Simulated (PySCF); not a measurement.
## Polarisability and C₆ of Eu⁴³⁺ (europium, charge +43)

[Ar] 3d2, high-spin 3F determinant. Computed with PySCF 2.14 in an even-tempered Gaussian basis (18 s from 8.8 bohr⁻², ratio 2.5; 12 p from 11 bohr⁻², ratio 2.5; 7 d from 11 bohr⁻², ratio 2.5; 4 f from 40 bohr⁻², ratio 2.7; 3 g from 60 bohr⁻², ratio 2.7), with the spin-free X2C one-electron Hamiltonian (Gaussian nucleus). Coupled (time-dependent) response in atomic units; α is the mean over directions.

| method | mean α (bohr³) | C₆ (like pair) | S(−4) |
| --- | --- | --- | --- |
| UHF | 0.006938 | 0.0006643 | 3.517e-05 |
| PBE0 | 0.006918 | 0.0006610 | 3.516e-05 |

S(−4) is the Cauchy moment in α(ω) = α(0) + S(−4) ω² + …

Spin-orbit coupling is absent.

α(iu) at UHF:

| u (hartree) | α(iu) (bohr³) |
| --- | --- |
| 0 | 0.006938 |
| 2.00 | 0.006801 |
| 4.00 | 0.006426 |
| 8.00 | 0.005328 |
| 12.0 | 0.004263 |
| 16.0 | 0.003451 |
| 20.0 | 0.002871 |
| 30.0 | 0.002033 |
| 40.0 | 0.001598 |
| 60.0 | 0.001126 |
| 100 | 0.0006656 |

A single London oscillator, α(iu) = α/(1 + u²/ω²), gives C₆ = (3/4) ω α². Matching the computed C₆ needs ω = 4 × 0.0006643 / (3 × 0.006938²) = 18.4 hartree.

For an ion, C₆ is the dispersion term alone; charge-induced terms of lower order in 1/R come first.

Spin-orbit coupling is strong in this species (close to jj coupling), so the high-spin LS determinant is a model state, not a physical level.
